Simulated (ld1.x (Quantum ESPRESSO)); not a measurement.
Reading a pseudo-wave (antimony (Sb))

Columns: radius, all-electron u(r) and pseudo u(r) of the 4d shell (level -37.51 eV) of antimony in the configuration [Kr] 4d10 5s2 5p2.5; PBEsol, scalar-relativistic, TM scheme, ld1.x (Quantum ESPRESSO) 7.5.

```json
{"r (bohr)": "0.103", "all-electron": "0.3408", "pseudo": "-0.0107"}
{"r (bohr)": "0.205", "all-electron": "0.5687", "pseudo": "-0.0783"}
{"r (bohr)": "0.308", "all-electron": "0.2984", "pseudo": "-0.2324"}
{"r (bohr)": "0.410", "all-electron": "-0.1548", "pseudo": "-0.4544"}
{"r (bohr)": "0.513", "all-electron": "-0.5689", "pseudo": "-0.6975"}
{"r (bohr)": "0.615", "all-electron": "-0.8548", "pseudo": "-0.8998"}
{"r (bohr)": "0.718", "all-electron": "-1.0144", "pseudo": "-1.0285"}
{"r (bohr)": "0.820", "all-electron": "-1.0710", "pseudo": "-1.0759"}
{"r (bohr)": "0.923", "all-electron": "-1.0583", "pseudo": "-1.0599"}
{"r (bohr)": "1.025", "all-electron": "-1.0031", "pseudo": "-1.0034"}
{"r (bohr)": "1.128", "all-electron": "-0.9240", "pseudo": "-0.9240"}
{"r (bohr)": "1.230", "all-electron": "-0.8355", "pseudo": "-0.8355"}
{"r (bohr)": "1.332", "all-electron": "-0.7453", "pseudo": "-0.7453"}
{"r (bohr)": "1.435", "all-electron": "-0.6574", "pseudo": "-0.6574"}
{"r (bohr)": "1.538", "all-electron": "-0.5755", "pseudo": "-0.5755"}
{"r (bohr)": "1.640", "all-electron": "-0.5016", "pseudo": "-0.5016"}
{"r (bohr)": "1.743", "all-electron": "-0.4348", "pseudo": "-0.4348"}
{"r (bohr)": "1.845", "all-electron": "-0.3762", "pseudo": "-0.3762"}
{"r (bohr)": "1.948", "all-electron": "-0.3240", "pseudo": "-0.3240"}
{"r (bohr)": "2.050", "all-electron": "-0.2790", "pseudo": "-0.2790"}
{"r (bohr)": "2.153", "all-electron": "-0.2394", "pseudo": "-0.2394"}
{"r (bohr)": "2.255", "all-electron": "-0.2054", "pseudo": "-0.2054"}
{"r (bohr)": "2.358", "all-electron": "-0.1758", "pseudo": "-0.1758"}
{"r (bohr)": "2.460", "all-electron": "-0.1505", "pseudo": "-0.1505"}
{"r (bohr)": "2.562", "all-electron": "-0.1287", "pseudo": "-0.1287"}
{"r (bohr)": "2.665", "all-electron": "-0.1098", "pseudo": "-0.1098"}
```

Q: How many radial nodes do the two functions have?

A: The all-electron 4d function has n − l − 1 = 1; the pseudo-wave has 0, since the states of the same l below it are removed with the core.

Q: At about which radius was the pseudo-wave matched?

A: 1.20 bohr. The columns agree to 0.0005 from 1.02 bohr on; several derivatives are matched, so the curves merge somewhat inside the radius.

Q: Is the pseudo-wave norm-conserving?

A: Yes: the TM scheme keeps the norm inside the radius equal to the all-electron one, which fixes the energy derivative of the logarithmic derivative at the level.
